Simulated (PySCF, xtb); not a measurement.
CH2I2, SMILES ICI (connectivity only; charge and spin as stated), charge -1, multiplicity 2.

Coordinates come from a PBE-D3(BJ)/def2-SVPD optimisation. The multiplicity is an assumed one; other spin states were not compared. The def2 effective core potentials stand for the cores of I; spin–orbit coupling is left out.

Calculation: IEF-PCM-ωB97X/def2-SVPD in PySCF.

The values are the electrostatic part of the solvation free energy, E(continuum) − E(gas) at the gas-phase geometry, in a cavity of scaled van der Waals radii (PySCF's table); cavitation and dispersion terms are not included.

Computed values in water (ε = 78.36), N,N-dimethylformamide (ε = 37.22), acetone (ε = 20.49):
```json
[
 {"solvent": "water", "ε": "78.36", "ΔG(elec) (kcal/mol)": "-46.4"},
 {"solvent": "N,N-dimethylformamide", "ε": "37.22", "ΔG(elec) (kcal/mol)": "-45.7"},
 {"solvent": "acetone", "ε": "20.49", "ΔG(elec) (kcal/mol)": "-44.7"}
]
```

For comparison, GFN2-xTB/ALPB(water) (xtb, at the GFN2-xTB geometry, all terms of that model) gives -49.8 kcal/mol.
